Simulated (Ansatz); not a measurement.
**A relaxation, step by step**

Si2H5Cl3O, closed shell, PBE0-D4/def2-TZVP (Ansatz 0.2.0). Settings:

```yaml
hamiltonian: {xc: pbe0, dispersion: d4}
relax: {f_tol: 0.005, max_steps: 200}
```

Start, a step off a saddle point along its unstable mode:

```xyz
11
angstrom
Si -0.0243 -1.1930 -0.9333
H 1.2385 -1.7577 -0.3602
Cl 0.8031 -1.0055 -2.7995
Cl -1.1127 -2.8439 -0.3895
Cl -1.7467 0.0876 -1.3255
H 1.1040 -0.4845 0.5069
O 0.4650 0.0205 0.3827
Si -0.1057 1.5252 1.0838
H -0.1240 2.5669 0.0398
H -1.4291 1.3004 1.6949
H 0.9321 1.7839 2.1001
```

```csv
step,energy less the last (meV),largest force component (eV/Å)
1,1976.0,10.077
5,838.1,0.951
9,817.9,0.049
13,816.3,0.046
17,746.5,0.863
21,111.8,0.407
25,87.9,0.073
29,87.0,0.020
33 (rejected trial),89.0,0.398
37 (rejected trial),85.7,0.624
41,72.4,0.119
45,57.9,0.491
49,12.8,0.303
53,1.0,0.039
57,0.1,0.006
60,0.0,0.001
```

Step 17, positions (Å) and forces (eV/Å):

```
atom       x       y       z      Fx      Fy      Fz
 Si1  -0.092  -1.376  -1.135  -0.034  -0.863  -0.691
  H2   1.163  -1.746  -0.442  -0.241   0.093  -0.132
 Cl3   0.586  -1.346  -3.104  -0.111   0.007   0.397
 Cl4  -1.222  -3.086  -0.777   0.230   0.335  -0.034
 Cl5  -1.582   0.053  -1.230  -0.003   0.054   0.024
  H6   1.325  -0.145   0.957   0.656  -0.285   0.308
  O7   0.526   0.155   0.546  -0.258   0.044  -0.156
 Si8  -0.077   1.581   1.152  -0.407   0.427   0.006
  H9  -0.087   2.612   0.085  -0.082  -0.068   0.099
 H10  -1.418   1.344   1.744   0.077   0.081  -0.097
 H11   0.878   1.954   2.203   0.173   0.176   0.274
```

Step 25, positions (Å) and forces (eV/Å):

| atom | x | y | z | Fx | Fy | Fz |
| --- | --- | --- | --- | --- | --- | --- |
| Si1 | -0.315 | -1.752 | -1.631 | -0.013 | 0.028 | 0.006 |
| H2 | 0.811 | -1.605 | -0.706 | 0.014 | -0.017 | -0.003 |
| Cl3 | 0.369 | -1.817 | -3.545 | -0.005 | -0.019 | 0.008 |
| Cl4 | -1.334 | -3.462 | -1.216 | 0.014 | -0.004 | -0.013 |
| Cl5 | -1.579 | -0.171 | -1.439 | -0.007 | 0.015 | 0.004 |
| H6 | 1.712 | 0.234 | 1.636 | 0.064 | -0.006 | 0.055 |
| O7 | 0.944 | 0.380 | 1.087 | -0.073 | 0.041 | -0.035 |
| Si8 | 0.051 | 1.740 | 1.387 | -0.002 | -0.016 | -0.015 |
| H9 | -0.005 | 2.574 | 0.160 | 0.005 | -0.001 | 0.010 |
| H10 | -1.328 | 1.356 | 1.776 | 0.007 | 0.004 | 0.004 |
| H11 | 0.674 | 2.525 | 2.491 | -0.003 | -0.024 | -0.021 |

Step 41, positions (Å) and forces (eV/Å):

```tsv
atom	x	y	z	Fx	Fy	Fz
Si1	-0.244	-1.665	-1.686	0.003	-0.019	-0.011
H2	1.017	-1.395	-0.988	-0.008	0.000	-0.018
Cl3	0.122	-2.007	-3.658	-0.005	-0.002	0.028
Cl4	-1.144	-3.301	-0.880	0.021	0.011	0.002
Cl5	-1.499	-0.076	-1.518	-0.004	0.020	-0.001
H6	1.414	-0.009	1.848	-0.071	0.012	-0.110
O7	0.942	0.355	1.095	0.076	-0.029	0.119
Si8	0.046	1.713	1.387	-0.012	0.004	-0.013
H9	0.014	2.499	0.132	0.002	-0.003	0.000
H10	-1.342	1.372	1.794	-0.002	0.002	0.004
H11	0.674	2.513	2.474	-0.001	0.005	0.000
```

Last step (60):

```xyz
11
angstrom
Si -0.0935 -1.4214 -1.6535
H 1.2450 -0.8323 -1.5736
Cl -0.2599 -2.4582 -3.3970
Cl -0.3987 -2.7289 -0.1176
Cl -1.5296 0.0155 -1.6238
H 0.6320 -0.5624 1.5509
O 0.7587 0.1832 0.9618
Si 0.0607 1.6219 1.3803
H 0.3160 2.5370 0.2454
H -1.4017 1.4752 1.6056
H 0.6711 2.1705 2.6216
```

The run took 4.2 min on 4 CPU threads of an AMD EPYC 7R13 and a share of one NVIDIA H100 (shared host), with 0.92 GiB of host memory at its peak.
